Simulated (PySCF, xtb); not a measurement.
BFCl2, SMILES FB(Cl)Cl.

GFN2-xTB (xtb) at its own geometry gives an orbital gap of 4.93 eV and a dipole moment of 0.09 D.

The structure is a stationary point at ωB97X-D3(BJ)/def2-SVP.

Q: What does PBE/def2-TZVPD in PySCF give? (Estimate from the structure and the level; the computed values follow.)

A: gap 5.86 eV (levels -8.01 and -2.16 eV), dipole 0.25 D.
